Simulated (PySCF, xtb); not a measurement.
ClGeH3Si, SMILES [SiH3][Ge][Cl] (connectivity only; charge and spin as stated), neutral, multiplicity 1.

GFN2-xTB (xtb) at its own geometry gives an orbital gap of 1.70 eV and a dipole moment of 2.12 D.

Geometry: PBE-D3(BJ)/def2-SVP.

Problem. What does CAM-B3LYP/def2-TZVPD (PySCF) give? (The exact figures need the calculation; the answer reports its results.)

Solution. gap 5.52 eV (levels -7.87 and -2.36 eV), dipole 2.01 D.
